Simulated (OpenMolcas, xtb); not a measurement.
# How methods differ on GeH3I (SMILES [GeH3][I])

GeH3I has 5 atoms, charge 0, and is taken as a singlet. As SMILES, `[GeH3][I]`. The shape comes from GFN2-xTB, which is rough for such elements, and wasn't checked as a minimum.

Quantity: the dipole moment, in D. The values are calculated.

```json
{"level": "GFN2-xTB", "kind": "semi-empirical", "program": "xtb", "value (D)": "4.92"}
{"level": "GFN0-xTB", "kind": "semi-empirical", "program": "xtb", "value (D)": "1.90"}
{"level": "GFN1-xTB", "kind": "semi-empirical", "program": "xtb", "value (D)": "0.53"}
{"level": "PW91/def2-SVP (core potential)", "kind": "GGA", "program": "OpenMolcas", "value (D)": "1.48"}
{"level": "PW91/def2-SVPD (core potential)", "kind": "GGA", "program": "OpenMolcas", "value (D)": "1.48"}
{"level": "PW91/def2-TZVP (core potential)", "kind": "GGA", "program": "OpenMolcas", "value (D)": "1.43"}
{"level": "PW91/def2-TZVPD (core potential)", "kind": "GGA", "program": "OpenMolcas", "value (D)": "1.46"}
{"level": "PW91/def2-TZVPPD (RICD fitting, core potential)", "kind": "GGA", "program": "OpenMolcas", "value (D)": "1.45"}
```

The values span 0.53 to 4.92 D. Magnitudes only: a small dipole may point the other way at some levels.
